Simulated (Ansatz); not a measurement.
`C=C(I)BC` + `[SiH3]S` → `CBS[SiH3]` + `C=CI`  (ligand exchange at a B–C bond)

Computed with Ansatz on PBE0-D4/def2-TZVP structures; ΔE is electronic, products minus reactants. CCSD(T)/CBS adds triple-zeta CCSD(T) − MP2 to the extrapolated MP2 energy (def2 sets, frozen cores). def2 core potentials past Kr. For I outer-core shells are correlated without core-valence functions, which leaves a few kJ/mol of doubt a bond. Each species was taken in one conformer, which may not be the lowest.

```tsv
species	HF/def2-TZVPP energy (Eh)
`C=C(I)BC`	-438.47102
`[SiH3]S`	-688.83846
`CBS[SiH3]`	-753.18977
`C=CI`	-374.14092
```

(1) Work out ΔE.

Largest T1 diagnostic among the species: 0.013.

## Answers

(1) ΔE = (-753.18977) + (-374.14092) − (-438.47102) − (-688.83846) = -0.02121 Eh = -55.7 kJ/mol. CCSD(T)/CBS gives -56.5 kJ/mol.
